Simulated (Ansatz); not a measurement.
Stepwise reaction of `CN[SiH2]NC` with hydrogen, as a gas-phase model of exchange steps in deposition or etching. ΔE in kJ/mol.

Gas-phase electronic energies from Ansatz, PBE0-D4/def2-TZVP geometries. CBS: MP2 limit from def2 TZ/QZ plus the TZ coupled-cluster correction, frozen cores. This one scheme is used for every species. Functionals use def2-TZVPP. B3LYP here is the variant with VWN-RPA as its local correlation; programs differ in this. One conformer a species, not always the lowest.

| step | reaction | PBE-D4 | B3LYP-D4 | ωB97M-V | CCSD(T)/CBS |
| --- | --- | --- | --- | --- | --- |
| 1 | `CN[SiH2]NC` + H₂ → `CN[SiH3]` + CH₃NH₂ | 45.0 | 47.1 | 47.1 | 47.6 |
| 2 | `CN[SiH3]` + H₂ → SiH₄ + CH₃NH₂ | 20.2 | 23.1 | 23.0 | 23.8 |

(1) By hand: ΔE of the 2 steps together at CCSD(T)/CBS.

Answers

(1) (47.6) + (23.8) = 71.4 kJ/mol, or 35.7 kJ/mol a step.

In ΔE each step is lower than the one before. All are uphill at CCSD(T)/CBS. PBE-D4 differs from CCSD(T)/CBS by -3.6 to -2.6 kJ/mol a step. Isolated molecules leave out the surface, adducts and barriers. Largest T1 diagnostic: 0.011.
